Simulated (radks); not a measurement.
The numbers below are computed, except where a source is named.
Coulomb parameter of the 5d shell of the iridium ion Ir2+ in the model configuration [Xe] 4f14 5d6 6s1, as a second difference U = [E(n + 0.25) + E(n - 0.25) - 2 E(n)] / (0.25)^2 with all orbitals relaxed. "Bare": the charge of the atom changes with n. "Screened": the 6s shell takes up the change at fixed total charge, which measures U(5d,5d) + U(6s,6s) - 2 U(5d,6s). Code: a radial shooting solver on a logarithmic mesh with Libxc functionals. Model: scalar-relativistic Kohn-Sham, r2SCAN, spin-unpolarised, spherical densities, finite nucleus; meta-GGA in the generalised Kohn-Sham scheme; Fermi nuclear charge, rms radius 5.4032 fm.

[
 {"case": "start", "configuration": "[Xe] 4f14 5d6 6s1", "E - E(n) (eV)": "0.000"},
 {"case": "bare +0.25", "configuration": "[Xe] 4f14 5d6.25 6s1", "E - E(n) (eV)": "-6.382"},
 {"case": "bare -0.25", "configuration": "[Xe] 4f14 5d5.75 6s1", "E - E(n) (eV)": "7.145"},
 {"case": "screened +0.25", "configuration": "[Xe] 4f14 5d6.25 6s0.75", "E - E(n) (eV)": "-1.086"},
 {"case": "screened -0.25", "configuration": "[Xe] 4f14 5d5.75 6s1.25", "E - E(n) (eV)": "1.143"}
]

U(bare) = 12.199 eV, U(screened by 6s) = 0.923 eV, against the Slater integral F0(5d,5d) = 15.637 eV with frozen orbitals.
